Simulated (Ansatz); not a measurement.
`CC1=C(Cl)[SiH2]1`, 10 atoms. The species carries charge 0 and has multiplicity 1. All runs use 4 threads of an Intel Xeon Platinum 8488C on a shared host. Correlated methods freeze the cores.

**Question.** How many basis functions does each run have, and how long does it take in Ansatz? RKS BHLYP-D4/def2-TZVPP energy; RKS ωB97M-V/def2-QZVPP energy; RKS PBE0-D4/def2-TZVPP energy; RKS ωB97M-V/def2-SVP energy; direct RPA on PBE orbitals/def2-TZVPP energy; RKS PBE0-D4/def2-TZVP relaxation (5 steps); RKS ωB97M-V/def2-TZVPP energy and forces; RKS PBE0-D4/def2-TZVP frequencies; RKS PBE0-D4/def2-SVP energy; RKS SPW92 (LDA)/def2-TZVPP energy; RHF-MP2/def2-QZVPP energy; RKS PBE0-D4/def2-QZVPP energy. (Estimate.)

**Answer.** The calculation gave: Other jobs shared the machine, so times are rough.

```json
{"level": "RKS PBE0-D4/def2-SVP", "job": "energy", "functions": "103", "wall time": "0.85 s", "peak host memory (GiB)": "0.51"}
{"level": "RKS SPW92 (LDA)/def2-TZVPP", "job": "energy", "functions": "247", "wall time": "1.1 s", "peak host memory (GiB)": "0.33"}
{"level": "RKS PBE0-D4/def2-TZVPP", "job": "energy", "functions": "247", "wall time": "2.1 s", "peak host memory (GiB)": "0.64"}
{"level": "RKS BHLYP-D4/def2-TZVPP", "job": "energy", "functions": "247", "wall time": "2.3 s", "peak host memory (GiB)": "0.67"}
{"level": "RKS ωB97M-V/def2-SVP", "job": "energy", "functions": "103", "wall time": "3.5 s", "peak host memory (GiB)": "0.51"}
{"level": "direct RPA on PBE orbitals/def2-TZVPP", "job": "energy", "functions": "247", "wall time": "5.5 s", "peak host memory (GiB)": "0.61"}
{"level": "RKS ωB97M-V/def2-TZVPP", "job": "energy and forces", "functions": "247", "wall time": "7 s", "peak host memory (GiB)": "0.93"}
{"level": "RKS PBE0-D4/def2-QZVPP", "job": "energy", "functions": "461", "wall time": "7 s", "peak host memory (GiB)": "1.7"}
{"level": "RKS PBE0-D4/def2-TZVP", "job": "relaxation (5 steps)", "functions": "197", "wall time": "16 s", "peak host memory (GiB)": "0.53"}
{"level": "RKS ωB97M-V/def2-QZVPP", "job": "energy", "functions": "461", "wall time": "17 s", "peak host memory (GiB)": "2"}
{"level": "RHF-MP2/def2-QZVPP", "job": "energy", "functions": "461", "wall time": "22 s", "peak host memory (GiB)": "2.7"}
{"level": "RKS PBE0-D4/def2-TZVP", "job": "frequencies", "functions": "197", "wall time": "110 s", "peak host memory (GiB)": "0.53"}
```
